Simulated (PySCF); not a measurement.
Two-component Hartree-Fock for Ce⁺ (cerium, charge +1)

Start: [Xe] 4f1 5d2; 4f5/2 filled at m_j = +5/2; 5d3/2 filled at m_j = +1/2, +3/2. Calculated with PySCF 2.14 in x2c-SVPall-2c (7s10p9d3f1g, 112 functions): generalised Hartree-Fock with the X2C-1e Hamiltonian and a Gaussian nucleus; one run each with spin-orbit coupling (SO) switched off, then screened by Boettger's factors.

```
spinor shell  electrons  ε, spin-free (eV)  ε, screened SO (eV)  weight of nominal j (screened SO)  rms radius, screened SO (bohr)
       1s1/2          2           -40646.0             -40640.7                              1.000                          0.0281
       2s1/2          2            -6621.6              -6620.1                              1.000                           0.114
       2p1/2          2            -5924.3              -6237.1                              1.000                          0.0979
       3s1/2          2            -1475.7              -1475.3                              1.000                           0.296
       3p1/2          2            -1248.8              -1312.0                              1.000                           0.288
       3p3/2          4            -1248.8              -1220.9                              1.000                           0.301
       3d3/2          4            -926.36              -937.99                              1.000                           0.272
       3d5/2          6            -926.36              -918.33                              1.000                           0.276
       4s1/2          2            -321.68              -321.67                              1.000                           0.676
       4p1/2          2            -244.75              -258.95                              0.998                           0.700
       4p3/2          4            -244.75              -238.56                              0.999                           0.727
       4d3/2          4            -130.65              -133.85                              0.957                           0.796
       4d5/2          6            -130.65              -128.62                              0.971                           0.805
       5s1/2          2            -54.642              -54.794                              1.000                            1.64
       5p1/2          2            -33.213              -36.456                              0.906                            1.86
       5p3/2          4            -33.213              -31.912                              0.953                            1.91
       4f5/2          1            -18.361              -18.627                              0.966                            1.24
       5d3/2          2            -11.040              -11.137                              0.889                            3.12
```

**Question.** Where does 2p3/2 lie, and what is the 2p spin-orbit splitting (screened SO)?

**Answer.** At -5786.6 eV, 450.58 eV above 2p1/2.

| quantity | spin-free | screened SO |
| --- | --- | --- |
| E (hartree) | -8854.11593 | -8857.96002 |
| M_J | 9/2 | 9/2 |
| ⟨J²⟩ | 27.779 | 25.420 |
| ⟨L²⟩ | 42.026 | 38.844 |
| ⟨S²⟩ | 3.753 | 3.142 |

The determinant has a definite M_J but mixes levels of different J.

Each row is a mean over spinors that exchange with the open shell spreads, by up to 6.391 eV (4d3/2).

Rows whose weight is well below 1 are mixtures of j = l ± 1/2: exchange outweighs spin-orbit coupling there, and the label is only the starting occupation.

Breit and QED terms are absent; they matter most for the inner s and p1/2 levels.

Densities and radii are taken from the X2C orbitals without a picture-change correction, which distorts them close to the nucleus.

Without spin-orbit coupling the j labels of p, d and f shells carry no meaning; the spin-free column gives the mean over the occupied spinors of each nl shell, and its ⟨J²⟩ belongs to a mixture of degenerate components.
